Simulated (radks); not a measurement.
The numbers below are computed, except where a source is named.
The mercury ion Hg2+ inside a hard spherical wall (all orbitals vanish at R), configuration held at [Xe] 4f14 5d10 and not refilled when levels cross. Level of theory: scalar-relativistic Kohn-Sham, PBEsol, spin-unpolarised, spherical densities, point nucleus (a radial shooting solver on a logarithmic mesh with Libxc functionals). Eigenvalues in eV, with the zero of energy where the potential of the charges vanishes at infinity; a dash marks a level that is unbound or too diffuse for the functional's potential to be trusted. A positive occupied level is held by the wall or, in an anion where self-interaction has pushed it up, behind a barrier. The pressure on the wall is -dE/dV.

R (bohr)  E (hartree)  kinetic (hartree)    e(5s)    e(4f)    e(5p)    e(5d)  e(6s, empty)  e(6p, empty)  pressure (GPa)
free      -19616.2544          22025.380  -137.47  -115.14  -85.811  -28.811       -23.359       -14.736               0
15        -19616.2544          22025.380  -137.47  -115.14  -85.811  -28.811       -23.359       -14.736        < 0.0001
5         -19616.2499          22025.428  -137.31  -114.97  -85.656  -28.668       -22.998       -13.393            1.02
4         -19616.2047          22025.791  -136.35  -113.93  -84.743  -27.802       -21.096        -9.445            17.3
3.5       -19616.0911          22026.548  -134.71  -112.13  -83.210  -26.277       -17.855        -3.980            74.2
2.5       -19614.3600          22035.583  -122.69  -98.162  -71.888  -13.347        10.808        36.297            1830
1.5       -19580.9123          22171.918  -44.117   -8.880   15.854   98.347        274.31        341.83          125000
